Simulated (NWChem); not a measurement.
System: CH$_{3}$Cd cation; SMILES [CH3][Cd+]

Parts of the log:

```
             Northwest Computational Chemistry Package (NWChem) 7.3.0
             --------------------------------------------------------

 C3V symmetry detected

                             Geometry "geometry" -> ""
                             -------------------------

 Output coordinates in angstroms (scale by  1.889725989 to convert to a.u.)

  No.       Tag          Charge          X              Y              Z
 ---- ---------------- ---------- -------------- -------------- --------------
    1 Cd                  48.0000    -0.00000000    -0.00000000    -0.35404242
    2 C                    6.0000     0.00000000     0.00000000     1.79894458
    3 H                    1.0000     0.75199779     0.75199779     2.06678958
    4 H                    1.0000     0.27525029    -1.02724808     2.06678958
    5 H                    1.0000    -1.02724808     0.27525029     2.06678958

 Effective nuclear repulsion energy (a.u.)     109.1531103101

      Symmetry information
      --------------------

 Group name             C3v
 Group number             17
 Group order               6
 No. of unique centers     3

                                 NWChem DFT Module
                                 -----------------

 Summary of "ao basis" -> "ao basis" (spherical)
 ------------------------------------------------------------------------------
       Tag                 Description            Shells   Functions and Types
 ---------------- ------------------------------  ------  ---------------------
 Cd                         def2-svp                11       31   5s3p2d1f
 C                          def2-svp                 6       14   3s2p1d
 H                          def2-svp                 3        5   2s1p

      Symmetry analysis of basis
      --------------------------

        a1         22
        a2          2
        e          36

  Rotation of axis

            General Information
            -------------------
          SCF calculation type: DFT
          Wavefunction type:  closed shell.
          No. of atoms     :     5
          No. of electrons :    28
           Alpha electrons :    14
            Beta electrons :    14
          Charge           :     1
          Spin multiplicity:     1
          Use of symmetry is: on ; symmetry adaption is: on
          Maximum number of iterations: 150
          AO basis - number of functions:    60
                     number of shells:    26
          Convergence on energy requested:  1.00D-06
          Convergence on density requested:  1.00D-05
          Convergence on gradient requested:  5.00D-04

              XC Information
              --------------
                        M06-L Method XC Functional
                         M06-L Exchange Functional  1.000
                       M06-L Correlation Potential  1.000

             Grid Information
             ----------------
          Grid used for XC integration:  coarse
          Radial quadrature: Mura-Knowles
          Angular quadrature: Lebedev.
          Tag              B.-S. Rad. Rad. Pts. Rad. Cut. Ang. Pts.
          ---              ---------- --------- --------- ---------
          Cd                  1.55      104           8.0       302
          C                   0.70       35           9.0       302
          H                   0.35       35          10.0       302
          Grid pruning is: on
          Number of quadrature shells:   174
          Spatial weights used:  Erf1

      Superposition of Atomic Density Guess
      -------------------------------------

 Sum of atomic energies:        -231.09633358

 Renormalizing density from      29.00 to     28

      Non-variational initial energy
      ------------------------------

 Total energy =    -204.138651
 1-e energy   =    -434.855010
 2-e energy   =     179.666697
 HOMO         =      -0.691028
 LUMO         =      -0.429398

      Symmetry analysis of molecular orbitals - initial
      -------------------------------------------------

  Numbering of irreducible representations:

     1 a1          2 a2          3 e

  Orbital symmetries:

     1 a1          2 a1          3 a1          4 e           5 e
     6 a1          7 e           8 e           9 a1         10 e
    11 e          12 e          13 e          14 a1         15 a1
    16 e          17 e          18 a1         19 a1         20 e
    21 e          22 a1         23 e          24 e

     ---------------------------------------------
      Total Density - Mulliken Population Analysis
     ---------------------------------------------

    Atom       Charge   Shell Charges
 -----------   ------   -------------------------------------------------------
    1 Cd  20    19.12  -0.38  1.70  0.69  0.83  0.18  6.00  0.07  0.02  9.50  0.51  0.00
    2 C    6     6.59   1.99  1.04  0.27  2.16  1.12  0.01
    3 H    1     0.76   0.62  0.12  0.03
    4 H    1     0.76   0.62  0.12  0.03
    5 H    1     0.76   0.62  0.12  0.03

   convergence    iter        energy       DeltaE   RMS-Dens  Diis-err
 ---------------- ----- ----------------- --------- --------- ---------
 d= 0,ls=0.0,diis     1   -207.3334095692 -2.58D+02  1.96D-02  7.66D-01
 d= 0,ls=0.0,diis     2   -207.2973774270  3.60D-02  1.39D-02  1.13D+00
 d= 0,ls=0.0,diis     3   -207.4059051710 -1.09D-01  7.46D-03  7.27D-02
 d= 0,ls=0.0,diis     4   -207.4166224404 -1.07D-02  1.93D-03  1.25D-02
 d= 0,ls=0.0,diis     5   -207.4183662754 -1.74D-03  2.36D-04  2.10D-04
  Resetting Diis
 d= 0,ls=0.0,diis     6   -207.4183904500 -2.42D-05  7.29D-05  2.98D-05
 d= 0,ls=0.0,diis     7   -207.4183944236 -3.97D-06  3.37D-05  9.53D-07
 d= 0,ls=0.0,diis     8   -207.4183944424 -1.89D-08  2.50D-05  4.97D-07
 d= 0,ls=0.0,diis     9   -207.4183944373  5.13D-09  1.59D-05  4.73D-07
 d= 0,ls=0.0,diis    10   -207.4183945114 -7.41D-08  2.80D-06  2.33D-08

         Total DFT energy =     -207.418394511427
      One electron energy =     -444.119139181478
           Coulomb energy =      207.482394389238
    Exchange-Corr. energy =      -21.831311314284
 Nuclear repulsion energy =       51.049661595096

 Numeric. integr. density =       27.999935745889

                  Occupations of the irreducible representations
                  ----------------------------------------------

                     irrep           alpha         beta
                     --------     --------     --------
                     a1                6.0          6.0
                     a2                0.0          0.0
                     e                 8.0          8.0

                       DFT Final Molecular Orbital Analysis
                       ------------------------------------

 Vector   12  Occ=2.000000D+00  E=-5.788563D-01  Symmetry=e
              MO Center= -5.6D-02,  2.3D-01,  1.9D+00, r^2= 1.3D+00
   Bfn.  Coefficient  Atom+Function         Bfn.  Coefficient  Atom+Function
  ----- ------------  ---------------      ----- ------------  ---------------
    35      0.431332  2 C  px                46      0.325770  3 H  s
    56     -0.321908  5 H  s                 38      0.198093  2 C  px
    18      0.154342  1 Cd d  1              36      0.120363  2 C  py
    47      0.066428  3 H  s                 57     -0.065641  5 H  s
    39      0.055278  2 C  py                16     -0.043069  1 Cd d -1

 Vector   13  Occ=2.000000D+00  E=-5.788563D-01  Symmetry=e
              MO Center=  5.6D-02, -2.3D-01,  1.9D+00, r^2= 1.3D+00
   Bfn.  Coefficient  Atom+Function         Bfn.  Coefficient  Atom+Function
  ----- ------------  ---------------      ----- ------------  ---------------
    36      0.431332  2 C  py                51     -0.373937  4 H  s
    39      0.198093  2 C  py                56      0.190313  5 H  s
    46      0.183623  3 H  s                 16     -0.154342  1 Cd d -1
    35     -0.120363  2 C  px                52     -0.076250  4 H  s
    38     -0.055278  2 C  px                18     -0.043069  1 Cd d  1

 Vector   14  Occ=2.000000D+00  E=-4.868811D-01  Symmetry=a1
              MO Center=  8.7D-17, -7.7D-17,  6.9D-01, r^2= 2.5D+00
   Bfn.  Coefficient  Atom+Function         Bfn.  Coefficient  Atom+Function
  ----- ------------  ---------------      ----- ------------  ---------------
     4      0.723484  1 Cd s                  2     -0.397204  1 Cd s
    37     -0.376492  2 C  pz                40     -0.221443  2 C  pz
     3     -0.168997  1 Cd s                  1      0.164080  1 Cd s
    17     -0.141108  1 Cd d  0              46     -0.088054  3 H  s
    51     -0.088054  4 H  s                 56     -0.088054  5 H  s

 Vector   15  Occ=0.000000D+00  E=-3.512700D-01  Symmetry=a1
              MO Center= -8.1D-17, -2.7D-16, -1.2D-01, r^2= 3.5D+00
   Bfn.  Coefficient  Atom+Function         Bfn.  Coefficient  Atom+Function
  ----- ------------  ---------------      ----- ------------  ---------------
     4      0.724448  1 Cd s                 37      0.385491  2 C  pz
    40      0.317611  2 C  pz                 2     -0.285903  1 Cd s
    11     -0.277996  1 Cd pz                34     -0.257569  2 C  s
     8      0.221527  1 Cd pz                 5      0.204576  1 Cd s
     3     -0.169587  1 Cd s                 14     -0.146193  1 Cd pz

 Vector   16  Occ=0.000000D+00  E=-2.183674D-01  Symmetry=e
              MO Center=  6.7D-03,  1.8D-02, -4.1D-01, r^2= 4.6D+00
   Bfn.  Coefficient  Atom+Function         Bfn.  Coefficient  Atom+Function
  ----- ------------  ---------------      ----- ------------  ---------------
    13      0.606494  1 Cd py                10      0.413205  1 Cd py
    12     -0.387176  1 Cd px                 7     -0.270066  1 Cd py
     9     -0.263783  1 Cd px                 6      0.172405  1 Cd px
    52      0.173186  4 H  s                 57     -0.134036  5 H  s
    51      0.092134  4 H  s                 56     -0.071306  5 H  s

 Vector   17  Occ=0.000000D+00  E=-2.183674D-01  Symmetry=e
              MO Center= -6.7D-03, -1.8D-02, -4.1D-01, r^2= 4.6D+00
   Bfn.  Coefficient  Atom+Function         Bfn.  Coefficient  Atom+Function
  ----- ------------  ---------------      ----- ------------  ---------------
    12      0.606494  1 Cd px                 9      0.413205  1 Cd px
    13      0.387176  1 Cd py                 6     -0.270066  1 Cd px
    10      0.263783  1 Cd py                47     -0.177375  3 H  s
     7     -0.172405  1 Cd py                57      0.122592  5 H  s
    46     -0.094362  3 H  s                 56      0.065218  5 H  s

     ---------------------------------------------
      Total Density - Mulliken Population Analysis
     ---------------------------------------------

    Atom       Charge   Shell Charges
 -----------   ------   -------------------------------------------------------
    1 Cd  20    19.17  -0.39  1.69  0.70  1.01  0.07  5.98  0.08  0.02  9.09  0.90  0.00
    2 C    6     6.34   1.99  0.94  0.38  1.98  1.04  0.01
    3 H    1     0.83   0.73  0.08  0.03
    4 H    1     0.83   0.73  0.08  0.03
    5 H    1     0.83   0.73  0.08  0.03

     -------------------------------------------
      Total Density - Lowdin Population Analysis
     -------------------------------------------

    Atom       Charge   Shell Charges
 -----------   ------   -------------------------------------------------------
    1 Cd  20    19.14   0.01  1.03  0.94  0.73  0.29  5.62  0.43  0.09  8.71  1.30  0.00
    2 C    6     6.09   1.97  0.62  0.35  1.76  1.35  0.04
    3 H    1     0.92   0.62  0.22  0.08
    4 H    1     0.92   0.62  0.22  0.08
    5 H    1     0.92   0.62  0.22  0.08

     Multipole analysis of the density
     ---------------------------------

     L   x y z        total         alpha         beta         nuclear
     -   - - -        -----         -----         ----         -------
     0   0 0 0      1.000000    -14.000000    -14.000000     29.000000

     1   1 0 0      0.000000      0.000000      0.000000      0.000000
     1   0 1 0     -0.000000      0.000000      0.000000     -0.000000
     1   0 0 1     -0.200471     -9.466840     -9.466840     18.733209

     2   2 0 0    -16.921696    -11.490007    -11.490007      6.058318
     2   1 1 0      0.000000      0.000000      0.000000      0.000000
     2   1 0 1      0.000000     -0.000000     -0.000000      0.000000
     2   0 2 0    -16.921696    -11.490007    -11.490007      6.058318
     2   0 1 1     -0.000000     -0.000000     -0.000000     -0.000000
     2   0 0 2    -12.314212    -68.184686    -68.184686    124.055160

            General Information
            -------------------
          SCF calculation type: DFT
          Wavefunction type:  closed shell.
          No. of atoms     :     5
          No. of electrons :    28
           Alpha electrons :    14
            Beta electrons :    14
          Charge           :     1
          Spin multiplicity:     1
          Use of symmetry is: on ; symmetry adaption is: on
          Maximum number of iterations: 150
          AO basis - number of functions:    60
                     number of shells:    26
          Convergence on energy requested:  1.00D-06
          Convergence on density requested:  1.00D-05
          Convergence on gradient requested:  5.00D-04

              XC Information
              --------------
                        M06-L Method XC Functional
                         M06-L Exchange Functional  1.000
                       M06-L Correlation Potential  1.000

             Grid Information
             ----------------
          Grid used for XC integration:  coarse
          Radial quadrature: Mura-Knowles
          Angular quadrature: Lebedev.
          Tag              B.-S. Rad. Rad. Pts. Rad. Cut. Ang. Pts.
          ---              ---------- --------- --------- ---------
          Cd                  1.55      104           8.0       302
          C                   0.70       35           9.0       302
          H                   0.35       35          10.0       302
          Grid pruning is: on
          Number of quadrature shells:   174
          Spatial weights used:  Erf1

          Convergence Information
          -----------------------
          Convergence aids based upon iterative change in
          total energy or number of iterations.
          Levelshifting, if invoked, occurs when the
          HOMO/LUMO gap drops below (HL_TOL):  1.00D-02
          DIIS, if invoked, will attempt to extrapolate
          using up to (NFOCK): 10 stored Fock matrices.

                    Damping( 0%)  Levelshifting(0.5)       DIIS
                  --------------- ------------------- ---------------
          dE  on:    start            ASAP                start
          dE off:    2 iters        150 iters           150 iters

                            NWChem DFT Gradient Module
                            --------------------------

  charge          =   1.00
  wavefunction    = closed shell

  Rotation of axis
  Using symmetry

                         DFT ENERGY GRADIENTS

    atom               coordinates                        gradient
                 x          y          z           x          y          z
   1 Cd     -0.000000  -0.000000  -0.669043    0.000000   0.000000   0.000300
   2 C       0.000000   0.000000   3.399512   -0.000000   0.000000  -0.001344
   3 H       1.421070   1.421070   3.905666    0.001384   0.001384   0.000348
   4 H       0.520148  -1.941217   3.905666    0.000506  -0.001890   0.000348
   5 H      -1.941217   0.520148   3.905666   -0.001890   0.000506   0.000348
```

Level: M06-L/def2-SVP with def2 effective core potentials on Cd. Coordinates come from a PBE0/def2-SVP optimisation. def2 effective core potentials on Cd; no spin-orbit coupling.

Question: Which NWChem input produces such a log?

Answer: One answer among several that fit: the input that was run:
```
start job
memory heap 200 mb stack 700 mb global 900 mb
charge 1
geometry units angstroms noautoz
  Cd     0.000000     0.000000    -0.344247
  C      0.000000     0.000000     1.808740
  H      0.751998     0.751998     2.076585
  H      0.275250    -1.027248     2.076585
  H     -1.027248     0.275250     2.076585
end
basis spherical
  Cd library def2-svp
  C library def2-svp
  H library def2-svp
end
ecp
  Cd library def2-ecp
end
dft
  xc m06-l
  grid coarse
  iterations 150
  mulliken
end
task dft gradient
```
